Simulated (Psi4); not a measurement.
hydrogen selenide (H$_{2}$Se), singlet, geometry from GFN2-xTB; R2SCAN/cc-pVDZ (Psi4 1.11).

Psi4 was given this input:
```
memory 2 GB

molecule {
0 1
  Se   -0.00212195    0.05573074   -0.00140146
  H    -0.99156528   -0.98670710    0.01758038
  H     1.06371165   -0.90813823    0.03006913
}

set basis cc-pvdz

energy('r2scan')
print_variables()
```

### Question
Write the output that Psi4 gives for this input, abridged.

### Answer

```
   => Loading Basis Set <=

    Name: CC-PVDZ
    Role: ORBITAL
    Keyword: BASIS

         ---------------------------------------------------------
                                   SCF
               by Justin Turney, Rob Parrish, Andy Simmonett
                          and Daniel G. A. Smith
                              RKS Reference
         ---------------------------------------------------------

  ==> Geometry <==

    Molecular point group: cs
    Full point group: Cs

    Geometry (in Angstrom), charge = 0, multiplicity = 1:

       Center              X                  Y                   Z               Mass
    ------------   -----------------  -----------------  -----------------  -----------------
         SE           0.024686827305     0.000939678815     0.000000000000    79.916521800000
         H           -1.017900647029     0.990407425716     0.000000000000     1.007825032230
         H           -0.939666697876    -1.064920223200     0.000000000000     1.007825032230

  Running in cs symmetry.

  Rotational constants: A =      8.50279  B =      7.90770  C =      4.09723 [cm^-1]
  Rotational constants: A = 254907.11500  B = 237067.02269  C = 122831.80392 [MHz]
  Nuclear repulsion =   25.291911235842985

  Charge       = 0
  Multiplicity = 1
  Electrons    = 36
  Nalpha       = 18
  Nbeta        = 18

  ==> Algorithm <==

  SCF Algorithm Type is DF.
  DIIS enabled.
  MOM disabled.
  Fractional occupation disabled.
  Guess Type is SAD.
  Energy threshold   = 1.00e-06
  Density threshold  = 1.00e-06
  Integral threshold = 1.00e-12

  ==> Primary Basis <==

  Basis Set: CC-PVDZ
    Blend: CC-PVDZ
    Number of shells: 17
    Number of basis functions: 37
    Number of Cartesian functions: 39
    Spherical Harmonics?: true
    Max angular momentum: 2

  ==> DFT Potential <==

   => LibXC <=

    Version 7.1.2
    S. Lehtola, C. Steigemann, M. J. T. Oliveira, and M. A. L. Marques,  SoftwareX 7, 1–5 (2018) (10.1016/j.softx.2017.11.002)

   => Composite Functional: R2SCAN <=

    r2SCAN Meta-GGA XC Functional  (0.1021/acs.jpclett.0c02405)
    J. W. Furness, A. D. Kaplan, J. Ning, J. P. Perdew, J. Sun  J. Phys. Chem. Lett.  11, 8208–8215, 2020

    Deriv               =              1
    GGA                 =           TRUE
    Meta                =           TRUE

    Exchange Hybrid     =          FALSE
    MP2 Hybrid          =          FALSE

   => Exchange Functionals <=

    1.0000   XC_MGGA_X_R2SCAN

[...]
   @DF-RKS iter   3: -2402.69926200147393   -2.83404e-01   2.30323e-03 DIIS/ADIIS
   @DF-RKS iter   4: -2402.70238049678892   -3.11850e-03   8.55491e-04 DIIS/ADIIS
   @DF-RKS iter   5: -2402.70283664654789   -4.56150e-04   9.81077e-05 DIIS
   @DF-RKS iter   6: -2402.70284208576913   -5.43922e-06   2.77725e-06 DIIS
   @DF-RKS iter   7: -2402.70284209026386   -4.49472e-09   2.35950e-07 DIIS
  Energy and wave function converged.

  ==> Post-Iterations <==

   Electrons on quadrature grid:
      Ntotal   =   36.0000041475 ; deviation = 4.148e-06

    Orbital Energies [Eh]
    ---------------------

    Doubly Occupied:

[...]
    Virtual:

[...]
      27Ap     2.011186

    Final Occupation by Irrep:
             Ap   App
    DOCC [    13,    5 ]
    NA   [    13,    5 ]
    NB   [    13,    5 ]

  @DF-RKS Final Energy: -2402.70284209026386

   => Energetics <=

    Nuclear Repulsion Energy =             25.2919112358429850
    One-Electron Energy =               -3394.4396626041657328
    Two-Electron Energy =                1054.2881406961437278
    DFT Exchange-Correlation Energy =     -87.8432314180850256
    Empirical Dispersion Energy =           0.0000000000000000
    VV10 Nonlocal Energy =                  0.0000000000000000
    Total Energy =                      -2402.7028420902638572

Computation Completed

Properties will be evaluated at   0.000000,   0.000000,   0.000000 [a0]

Properties computed using the SCF density matrix

 Multipole Moments:

 ------------------------------------------------------------------------------------
     Multipole            Electronic (a.u.)      Nuclear  (a.u.)        Total (a.u.)
 ------------------------------------------------------------------------------------

 L = 1.  Multiply by 2.5417464519 to convert [e a0] to [Debye]
 Dipole X            :          1.7155856           -2.1131205           -0.3975349
 Dipole Y            :          0.0653020           -0.0804338           -0.0151318
 Dipole Z            :          0.0000000            0.0000000            0.0000000
 Magnitude           :                                                    0.3978228

 ------------------------------------------------------------------------------------

  Variable Map:
  ----------------------------------------------------------------------------
[...]
  Array Variable Map:
  ----------------------------------------------------------------------------
[...]
[...]
```
